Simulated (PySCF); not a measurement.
SMILES c1ccccc1-c1ccncc1, singlet at its GFN2-xTB optimised geometry (Å):

```
21

C     -2.9813     0.1902    -0.0046
C     -2.2479     1.0692    -0.7841
C     -0.8666     1.0143    -0.7813
C     -0.1982     0.0720    -0.0033
C      1.2700     0.0093    -0.0026
C      1.9438    -1.2115     0.0000
C      3.3281    -1.2115     0.0000
N      4.0602    -0.1104     0.0000
C      3.4250     1.0494    -0.0015
C      2.0458     1.1680    -0.0041
C     -0.9449    -0.8100     0.7743
C     -2.3258    -0.7476     0.7757
H     -4.0602     0.2360    -0.0051
H     -2.7546     1.8001    -1.3971
H     -0.2996     1.6915    -1.4036
H      1.3961    -2.1414    -0.0172
H      3.8840    -2.1404    -0.0010
H      4.0583     1.9274     0.0007
H      1.5797     2.1414     0.0121
H     -0.4378    -1.5327     1.3971
H     -2.8934    -1.4328     1.3884
```

Level of theory: B3LYP/def2-SVP in PySCF. Cells within 0.4 Å of a nucleus heavier than hydrogen are left out (blank, or x).

Map of the LUMO amplitude (bohr^(-3/2)) on the plane z = 0.0 Å; orbital energy -1.32 eV, overall sign arbitrary:

```
|444444444444444444444444444|
|444444444444444444444444444|
|444444444444444444444444444|
|444444444444444444444444444|
|444444444444444444444444444|
|444444444444444444444444444|
|444444444444444444444444444|
|444444444333344444444444444|
|444444443333334444444444444|
|444444443222234444444444444|
|44444555321124444x544444444|
|44445578532256543x44x444444|
|4444457x7445896533344444444|
|4444432x2444xx4xx4444x44444|
|444432102454002455444x44444|
|44443323467643345x4xx444444|
|44444334567754444x33x444444|
|444444445566544444444444444|
|444444445555544444444444444|
|444444444444444444444444444|
|444444444444444444444444444|
|444444444444444444444444444|
|444444444444444444444444444|
|444444444444444444444444444|
|444444444444444444444444444|
|444444444444444444444444444|
|444444444444444444444444444|
```
Scale: ten equal steps from -0.063 (start of '0') to 0.079 (end of '9'), in the order '0123456789'; x runs from -6.50 to 6.50, y from -6.50 (bottom) to 6.50 (top).
